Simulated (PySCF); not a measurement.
A structure optimised at PBE0-D3(BJ)/def2-SVP, used in a PySCF frequency run:

```
Si
O 1 1.6607
H 2 0.9660 1 114.02
O 1 1.6624 2 114.08 3 -79.31
H 4 0.9629 1 117.07 2 -63.82
H 1 1.4889 2 105.35 3 158.61
Si 1 2.3427 6 116.53 2 116.63
H 7 1.4904 1 116.33 6 94.73
H 7 1.4927 8 109.09 1 130.12
Cl 7 2.0993 8 108.13 9 116.30
```

**Question.** Write its SMILES and formula.

**Answer.** O[SiH](O)[SiH2]Cl, ClH5O2Si2

**Question.** What are its rotational constants (standard atomic weights)?

**Answer.** 3.6221, 1.4472, 1.2817 GHz
